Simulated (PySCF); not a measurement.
Computed IR spectrum (relative IR intensity) of a molecule CH8ClFSi3. The structure is a stationary point at PBE-D3(BJ)/def2-SVP. One conformer was computed; it need not be the lowest. Method: PBE-D3(BJ)/def2-SVP run with PySCF. Frequencies are harmonic and unscaled.

Lines under 2 % of the strongest are left out, and lines within 2 cm⁻¹ are merged.

| ν (cm⁻¹) | relative intensity |
|---|---|
| 149 | 4.2 |
| 228 | 3.9 |
| 442 | 3.4 |
| 491 | 6.3 |
| 511 | 22 |
| 627 | 2.7 |
| 672 | 22 |
| 690 | 100 |
| 716 | 23 |
| 768 | 29 |
| 790 | 50 |
| 820 | 93 |
| 848 | 37 |
| 869 | 32 |
| 896 | 17 |
| 903 | 26 |
| 1212 | 9.8 |
| 1372 | 2.7 |
| 1379 | 2.1 |
| 2141 | 34 |
| 2151 | 32 |
| 2158 | 60 |
| 2166 | 52 |
| 2177 | 34 |

Identify the compound among the candidates.
A. F[Si@@H](Cl)C([SiH3])[SiH3]
B. F[SiH2][C@H]([SiH3])[SiH2]Cl
C. C[Si@@H](F)[SiH2][SiH2]Cl
D. C[Si@H](Cl)[Si@@H](F)[SiH3]

D, C[Si@H](Cl)[Si@@H](F)[SiH3]
